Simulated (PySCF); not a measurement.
Worked example: entropy of an ideal gas

CH₃Si, SMILES C[Si] (connectivity only; charge and spin as stated), charge +1, multiplicity 1.

Coordinates come from a PBE0-D3(BJ)/def2-TZVP optimisation. The spin state was assumed, not searched. The isomer is the one that the SMILES or the coordinates give; other isomers of the formula were not compared.

PBE0-D3(BJ)/def2-TZVP (PySCF) gives the harmonic wavenumbers 449, 449, 771, 1237, 1333, 1333, 2971, 3054, 3054 cm⁻¹ and the rotational temperatures 7.5736, 0.6605, 0.6605 K. The molar mass is 43.12 g/mol, the symmetry number 3, the spin multiplicity 1.

Task: Work out the entropy at 298.15 K and 1 atm in the rigid-rotor, harmonic-oscillator model.

Result: 
Translation (Sackur–Tetrode at 1 atm): S = R[1.5 ln M + 2.5 ln T − 1.16487] = 155.7 J/(mol K).
Rotation: q = (√π/σ) T^1.5/√(θA θB θC) = 1670, S = R[ln q + 3/2] = 74.2 J/(mol K).
Vibration: with u = 1.4388 ν/T, each mode gives R[u/(e^u − 1) − ln(1 − e^−u)]:
```tsv
ν (cm⁻¹)	modes	u	S (J/(mol K))
449	2	2.17	6.68
771	1	3.72	0.97
1237	1	5.97	0.15
1333	2	6.43	0.20
```
The stiffer modes add less than 0.005 each. Sum 8.0 J/(mol K).
Spin: R ln 1 = 0.0 J/(mol K).
Total 237.9 J/(mol K); the program's own thermochemistry gives 237.9. Translation makes up 65 % and vibration 3 %. Anharmonicity, hindered rotation and orbital degeneracy are left out.
